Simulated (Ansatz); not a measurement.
A CCSD(T) single point on CH₅BClNSi (`Cl[SiH2]C1BN1`).

```yaml
crystal:
  periodic: [false, false, false]
  atoms:
    - {symbol: Cl, position_ang: [-2.655246, -0.027639, -1.406289]}
    - {symbol: Si, position_ang: [-0.767412, 0.670703, -0.962632]}
    - {symbol: C, position_ang: [0.154100, -0.631879, -0.022198]}
    - {symbol: B, position_ang: [0.403262, -0.517768, 1.527254]}
    - {symbol: N, position_ang: [1.396050, -0.218422, 0.680714]}
    - {symbol: H, position_ang: [-0.896482, 1.896337, -0.134739]}
    - {symbol: H, position_ang: [-0.131404, 1.027207, -2.258480]}
    - {symbol: H, position_ang: [0.171125, -1.631375, -0.463984]}
    - {symbol: H, position_ang: [0.081079, -0.617551, 2.659475]}
    - {symbol: H, position_ang: [2.328029, -0.000713, 0.383680]}
basis:
  gaussian: {orbitals: def2-TZVPP}
correlation: {method: ccsd_t}
```

```sh
$ ansatz run in.yaml --threads 4 --pin off --events-out ev --progress --plain --max-ram 10444MiB
```

The program prints (abridged):

```
Functional definition: HF
1449 factors; integrals over basis functions are off by at most 1.4e-3 eV
mean field evaluation 1: about -23627.5526 eV, gradient 3.7e1 eV
mean field evaluation 2: about -23627.8172 eV, gradient 3.7e1 eV
mean field evaluation 4: about -23631.3099 eV, gradient 4.2e0 eV
mean field evaluation 8: about -23631.3730 eV, gradient 2.3e-1 eV
mean field -23631.37332426 eV, -868.4369517465 hartree, gradient 2.9e-6 eV, S^2 0.000000; 0 other end points of the search recorded, 0 dependent functions left out
13 core orbitals not correlated: weight in the atoms' cores, before any rotation towards them, 1.000 or more for the frozen orbitals, at most 0.000 for the correlated occupied ones
reference -23631.37332426 eV, -868.4369517465 hartree; 14, 14 occupied and 220, 220 virtual orbitals, 1449 factors
second order -21.12855159 eV of doubles, -0.00000000 eV of singles
cycle   1  -21.80761774 eV  change   -6.8e-1 eV  update   9.9e-2
cycle   2  -22.35624245 eV  change   -5.5e-1 eV  update   2.9e-2
cycle   3  -22.46006040 eV  change   -1.0e-1 eV  update   1.5e-2
cycle   4  -22.44751545 eV  change    1.3e-2 eV  update   4.7e-3
cycle   5  -22.44794557 eV  change   -4.3e-4 eV  update   2.5e-3
cycle   6  -22.44846633 eV  change   -5.2e-4 eV  update   8.5e-4
cycle   7  -22.44817753 eV  change    2.9e-4 eV  update   3.0e-4
cycle   8  -22.44826265 eV  change   -8.5e-5 eV  update   1.1e-4
cycle   9  -22.44829286 eV  change   -3.0e-5 eV  update   3.3e-5
perturbative correction -0.97851564 eV, -0.0359597864 hartree
Total energy: -23654.80013275 eV, -869.2978710793 hartree
```

It took 27 s on 4 threads of an Intel Xeon 6975P-C on a shared host, with 5.2 GiB of host memory at the peak.

Correlation energy per correlated electron: -0.837 eV. T1 diagnostic: 0.0123.
